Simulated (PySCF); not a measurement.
NICS in isomers of C8H8FP.

NICS = −σ at a ghost point: NICS(0) at the centroid of the ring atoms, NICS(1) 1 Å to either side along the normal of their mean plane, zz for the tensor component along that normal. Level: GIAO PBE0/pcSseg-1 (PySCF, non-relativistic, gas phase) on the GFN2-xTB geometries, one conformer each. Atom numbers follow the mapped SMILES.

Task: Order these rings by mean NICS(1)zz, lowest (most negative) first (ppm).
A. ring C2–C3–C4–C5–C6–P10 in `[F:1][c:2]1[cH:3][cH:4][cH:5][c:6]([CH:7]2[CH2:8][CH2:9]2)[p:10]1`
B. ring C3–C4–C5–C6–C8–P10 in `[CH2:1]=[CH:2][c:3]1[cH:4][cH:5][c:6]([CH3:7])[c:8]([F:9])[p:10]1`
C. ring C4–C5–C6–C7–C8–C10 in `[CH3:1]/[CH:2]=[P:3]\[c:4]1[cH:5][cH:6][cH:7][c:8]([F:9])[cH:10]1`

Result: C (-27.6), A (-23.9), B (-21.8).

| SMILES | ring | NICS(0) | NICS(1) | NICS(1)zz | HOMA | rms pucker (Å) | ring atoms with four or more neighbours |
| --- | --- | --- | --- | --- | --- | --- | --- |
| C/C=P\c1cccc(F)c1 | 6-membered carbocycle; formal bonds all aromatic | -9.6 | -10.9 | -27.6 | 0.99 | 0.01 | 0 |
| Fc1cccc(C2CC2)p1 | 6-membered ring with P; formal bonds all aromatic | -8.5 | -10.2 | -23.9 | 0.90 | 0.00 | 0 |
| C=Cc1ccc(C)c(F)p1 | 6-membered ring with P; formal bonds all aromatic | -7.7 | -9.7 | -21.8 | 0.90 | 0.00 | 0 |

NICS(0) gives the same order. The isotropic NICS(1) gives the same order. HOMA uses Krygowski's 1993 parameters. NICS(1) and NICS(1)zz are means over the two faces.
